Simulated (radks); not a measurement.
The numbers below are computed, except where a source is named.
Problem. B3+, configuration 1s1 2s1 (not the ground configuration). Level of theory: non-relativistic Kohn-Sham, PBE, spin-polarised, spherical densities, point nucleus; open shells are filled with parallel spins first (a radial shooting solver on a logarithmic mesh with Libxc functionals). Some entries of the table are withheld. Estimate them.

orbital,occ.,eigenvalue (hartree),<1/r> (bohr^-1),<r^2> (bohr^2)
1s up,1,-10.45229,4.973,0.1236
2s up,1,-2.00016,1.085,(1)
2p up,0,-1.82960,1.056,(2)
3d up,0,-0.66071,0.4349,8.386

Solution. 
(1) 2s up <r^2> (bohr^2): 2.119
(2) 2p up <r^2> (bohr^2): 1.730
